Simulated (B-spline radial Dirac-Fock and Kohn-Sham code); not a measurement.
# Levels of muonic ¹¹⁷In

Nucleus: ¹¹⁷In, Fermi distribution (skin thickness 2.3 fm), rms radius 4.6292 fm (measured, Angeli and Marinova 2013).

The computed values come from a radial B-spline solver: the Dirac equation of a negative muon with reduced mass in the field of a spherical finite nucleus, with the Uehling potential to all orders; nuclear polarisation, deformation, hyperfine structure, self-energy, higher-order vacuum polarisation, relativistic recoil and electron screening are left out.

| level | binding (keV) | point nucleus, no QED (keV) | vacuum polarisation (keV) | ⟨r⟩ (fm) |
| --- | --- | --- | --- | --- |
| 1s1/2 | 5059 | 6979 | 34.700 | 10.4 |
| 2s1/2 | 1480 | 1759 | 7.443 | 35.6 |
| 2p1/2 | 1741 | 1759 | 9.938 | 25.1 |
| 2p3/2 | 1699 | 1701 | 9.263 | 26.0 |
| 3s1/2 | 689.6 | 775.3 | 2.544 | 76.6 |
| 3p1/2 | 768.7 | 775.3 | 3.101 | 63.5 |
| 3p3/2 | 756.8 | 757.9 | 2.938 | 64.6 |
| 3d3/2 | 760.4 | 757.9 | 2.536 | 53.8 |
| 3d5/2 | 754.9 | 752.5 | 2.468 | 54.4 |

Task: By how much does the finite nuclear size lower the 1s binding energy?

Result: By 1954 keV, 28.01 % of the point-nucleus value (point value plus vacuum polarisation less the binding energy). The 1s orbit has ⟨r⟩ = 10.4 fm.
